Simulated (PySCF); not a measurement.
## Steps of a relaxation of [Eu(NH2)3]−

[Eu(NH2)3]− (singlet in the valence; each metal's 4f electrons, 7 of them, lie in its core potential, out of spins and levels; a saddle point, relaxed within its symmetry). PySCF 2.14.0, RKS PBE0, Eu lcecp-0-SVP with ECP53, N def2-SVP, H def2-SVP; non-relativistic Hamiltonian with scalar-relativistic core potentials where named; density fitting; no spin-orbit coupling. Origin of the start: template. Columns: position (Å) and force (eV/Å). Energies are counted from the last step; some of the 5 steps are shown. Forces carry noise of the integration grid, about 0.01 to 0.03 eV/Å.

Run from Python with OMP_NUM_THREADS=2. Where DIIS fails, smearing, a level shift and second-order steps follow.
It took 22 s on 2 threads of AMD EPYC 7R43 64-Core Processor (Zen 3), on a shared host, from the converged density of the start.

```xyz
10
step 0  E = 0.099 eV
Eu    0.0000    0.0000    0.0000     0.00    0.00    0.00
N     2.4345    0.0000    0.0000    -0.72    0.00    0.00
H     3.0245    0.0000    0.8300     0.48    0.00   -0.16
H     3.0245    0.0000   -0.8300     0.48    0.00    0.16
N    -1.2172    2.1083    0.0000     0.36   -0.62    0.00
H    -1.5123    2.6193    0.8300    -0.24    0.41   -0.16
H    -1.5123    2.6193   -0.8300    -0.24    0.41    0.16
N    -1.2172   -2.1083    0.0000     0.36    0.62    0.00
H    -1.5123   -2.6193    0.8300    -0.24   -0.41   -0.16
H    -1.5123   -2.6193   -0.8300    -0.24   -0.41    0.16
```

```xyz
10
step 1  E = 0.025 eV
Eu    0.0000    0.0000    0.0000     0.00    0.00    0.00
N     2.4348    0.0000    0.0000    -0.30    0.00    0.00
H     3.0538    0.0000    0.8119     0.25    0.00   -0.04
H     3.0538    0.0000   -0.8119     0.25    0.00    0.04
N    -1.2174    2.1086    0.0000     0.15   -0.26    0.00
H    -1.5269    2.6447    0.8119    -0.12    0.21   -0.04
H    -1.5269    2.6447   -0.8119    -0.12    0.21    0.04
N    -1.2174   -2.1086    0.0000     0.15    0.26    0.00
H    -1.5269   -2.6447    0.8119    -0.12   -0.21   -0.04
H    -1.5269   -2.6447   -0.8119    -0.12   -0.21    0.04
```

```xyz
10
step 3  E = 0.001 eV
Eu    0.0000    0.0000    0.0000     0.00    0.00    0.00
N     2.4457    0.0000    0.0000     0.07    0.00    0.00
H     3.0897    0.0000    0.7978     0.00    0.00    0.01
H     3.0897    0.0000   -0.7978     0.00    0.00   -0.01
N    -1.2228    2.1180    0.0000    -0.04    0.07    0.00
H    -1.5449    2.6758    0.7978     0.00    0.00    0.01
H    -1.5449    2.6758   -0.7978     0.00    0.00   -0.01
N    -1.2228   -2.1180    0.0000    -0.04   -0.07    0.00
H    -1.5449   -2.6758    0.7978     0.00    0.00    0.01
H    -1.5449   -2.6758   -0.7978     0.00    0.00   -0.01
```

Question: Where does the relaxation end?

Answer: It converges at step 4 in D3h:
```xyz
10
step 4  E = 0
Eu    0.0000    0.0000    0.0000
N     2.4536    0.0000    0.0000
H     3.0965    0.0000    0.7986
H     3.0965    0.0000   -0.7986
N    -1.2268    2.1248    0.0000
H    -1.5483    2.6816    0.7986
H    -1.5483    2.6816   -0.7986
N    -1.2268   -2.1249    0.0000
H    -1.5482   -2.6816    0.7986
H    -1.5482   -2.6816   -0.7986
```

Question: How did the contacts change?

Answer: 
```tsv
contact	start (Å)	end (Å)
Eu1–N2 (NH2)	2.434	2.454
Eu1–N5 (NH2)	2.434	2.454
Eu1–N8 (NH2)	2.434	2.454
```


An lcecp potential fixes the number of 4f electrons, so in runs with it no electron can move into or out of that shell.
